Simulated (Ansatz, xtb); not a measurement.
**Relaxing a trial structure of BF2GaH2**

The starting geometry of this gas-phase singlet has its atoms placed at random.

```tsv
atom	x (Å)	y (Å)	z (Å)
B	-0.9825	-0.0852	0.1701
F	0.3114	0.5321	0.7682
F	0.1927	-1.3130	0.6147
Ga	1.2461	1.0138	-1.0635
H	1.6744	-0.1658	0.7372
H	-0.5814	-0.6181	1.6280
```

Question: One run relaxed it with r2SCAN-D4/def2-SVP. What is a likely outcome?

Answer: It ends as a structure given below by its coordinates. Contacts that close: B1–F3 (1.76 → 1.45 Å), B1–Ga4 (2.77 → 2.35 Å), B1–H5 (2.72 → 1.29 Å), B1–H6 (1.60 → 1.21 Å).

The energy falls by 11.44 eV over 33 steps:

```
step  E − E(last) (eV)
   1            11.435
   5             4.015
   8             1.225
  12             0.916
  15             0.906
  19             0.887
  22             0.840
  26             0.313
  29             0.006
  33             0.000
```

Final geometry (Å):

```yaml
atoms:
  - { symbol: B, position_ang: [0.0859, -0.2814, 0.8662] }
  - { symbol: F, position_ang: [-0.2339, 1.1024, 0.5839] }
  - { symbol: F, position_ang: [-0.2849, -0.9480, -0.3643] }
  - { symbol: Ga, position_ang: [1.2921, 0.5405, -0.9728] }
  - { symbol: H, position_ang: [1.3753, -0.3097, 0.8584] }
  - { symbol: H, position_ang: [-0.3738, -0.7401, 1.8832] }
```

From the same start GFN2-xTB ends elsewhere, differing in B1–Ga4 (2.87 against 2.35 Å here), F2–Ga4 (2.18 against 2.25 Å here), F3–Ga4 (2.17 against 2.25 Å here).

From so rough a start the end depends on the optimiser's path, so another program may land elsewhere. No frequencies were run, so the end isn't proven a minimum. Run with Ansatz 0.2.0, 48 s on 1 thread of Intel(R) Xeon(R) 6975P-C (Granite Rapids), on a shared host.
